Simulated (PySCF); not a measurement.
All values below come from PySCF 2.14.0 with M06-2X/def2-TZVP // PBE0-D3(BJ)/def2-TZVP. All species are isolated molecules in the gas phase. 

Reference species (SMILES): `[F][Al][F]` (neutral, multiplicity 2).

| Item | Result |
|---|---|
| dipole moment | 2.03 D |

Changed species: `[F][AlH]` (radical fragment; the reference has radical fragment).

Task: What does the change do to the dipole moment?

Result: the dipole moment drops by 0.21 D, to 1.82 D.
